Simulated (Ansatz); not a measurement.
Basis-set extrapolation for C2H4FNOSi (`OC1(F)C=N[SiH2]1`) (PBE0-D4/def2-TZVP geometry, frozen core, Ansatz 0.2.0). Multiplicity 1, RHF reference.

```json
{"": "HF", "def2-TZVPP": "-595.843577", "def2-QZVPP": "-595.866121"}
{"": "MP2 correlation", "def2-TZVPP": "-1.109035", "def2-QZVPP": "-1.196254"}
{"": "CCSD(T) correlation", "def2-TZVPP": "-1.183539", "def2-QZVPP": "not run"}
```

Energies in hartree. Use E(X) = E(∞) + A·exp(−7.88·√X) for Hartree–Fock and E(X) = E(∞) + B·X^(−2.97) for correlation, with X = 3 and 4, and add CCSD(T) minus MP2 of the smaller set to the MP2 limit.

What is the CCSD(T) energy at the basis-set limit?

HF limit: -595.866121 + (-0.022544) × 0.13774 = -595.86923. MP2 limit: -1.196254 + (-0.087219) × 0.74074 = -1.26086. Higher-order term: -1.183539 − (-1.109035) = -0.07450. Total: -597.20459 hartree, 4.83 eV below CCSD(T)/def2-TZVPP.
